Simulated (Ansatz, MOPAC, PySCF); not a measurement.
Potential energy curve for NLi, lowest triplet found (which spin is the ground state isn't settled by this scan).

Levels of theory: UKS-B3LYP/6-31G* = PySCF with unrestricted B3LYP/6-31G*, spherical d; PM6, unrestricted, heats of formation (MOPAC); UKS-B3LYP/LANL2DZ = unrestricted B3LYP/LANL2DZ in PySCF; FCI = Ansatz (a first-principles code) with full CI/aug-cc-pVDZ, frozen core.

Energies relative to the lowest point of each curve between 1.67 and 2.36 Å, where full CI is lowest, in kcal/mol; the last columns give the difference from FCI:

```
R / Å  UKS-B3LYP/6-31G*   PM6  UKS-B3LYP/LANL2DZ   FCI  UKS-B3LYP/6-31G* − FCI  PM6 − FCI  UKS-B3LYP/LANL2DZ − FCI
-----  ----------------  ----  -----------------  ----  ----------------------  ---------  -----------------------
1.67                5.9   0.2                7.1   7.4                    -1.6       -7.2                     -0.3
1.74                2.4   0.0                3.8   3.5                    -1.1       -3.5                      0.2
1.82                0.4   1.1                1.1   1.0                    -0.6        0.1                      0.1
1.89                0.0   3.0                0.1   0.1                    -0.1        3.0                      0.0
1.96                0.4   5.6                0.0   0.0                     0.4        5.6                      0.0
2.02                1.3   8.1                0.4   0.5                     0.8        7.6                      0.0
2.09                2.7  11.3                1.4   1.5                     1.2        9.9                     -0.1
2.15                4.1  14.3                2.5   2.6                     1.5       11.7                     -0.1
2.26                7.0  19.9                4.9   5.1                     2.0       14.8                     -0.2
2.36                9.9  25.1                7.4   7.6                     2.3       17.4                     -0.2
2.53               14.6  33.4               11.7  12.0                     2.6       21.4                     -0.3
2.67               18.1  39.5               15.1  15.4                     2.8       24.2                     -0.3
2.92               23.5  48.2               20.3  20.3                     3.2       27.9                      0.0
3.17               27.6  53.6               24.3  23.7                     3.9       29.9                      0.6
3.50               31.5  56.8               28.2  26.4                     5.1       30.4                      1.8
3.91               34.6  58.1               31.3  28.0                     6.6       30.1                      3.3
4.37               36.7  58.4               33.4  28.8                     7.9       29.6                      4.6
4.96               38.1  58.5               34.9  29.2                     8.9       29.3                      5.7
5.81               38.9  58.5               35.8  29.4                     9.6       29.2                      6.4
6.74               39.2  58.5               36.1  29.4                     9.7       29.1                      6.7
```

UKS-B3LYP/6-31G* is furthest from FCI at 6.74 (9.7 kcal/mol, above); its mean absolute difference over the points is 3.6 kcal/mol.

PM6 is furthest from FCI at 3.50 (30.4 kcal/mol, above); its mean absolute difference over the points is 18.1 kcal/mol.

UKS-B3LYP/LANL2DZ is furthest from FCI at 6.74 (6.7 kcal/mol, above); its mean absolute difference over the points is 1.6 kcal/mol.

The scan ran from 1.44 to 6.74 Å; beyond the distances shown full CI changes its symmetry label. The unrestricted determinant behind UKS-B3LYP/6-31G*, UKS-B3LYP/LANL2DZ is spin-contaminated at 2.26 to 6.74 Å (<S²> up to 3.0, against 2.00 for a pure triplet).
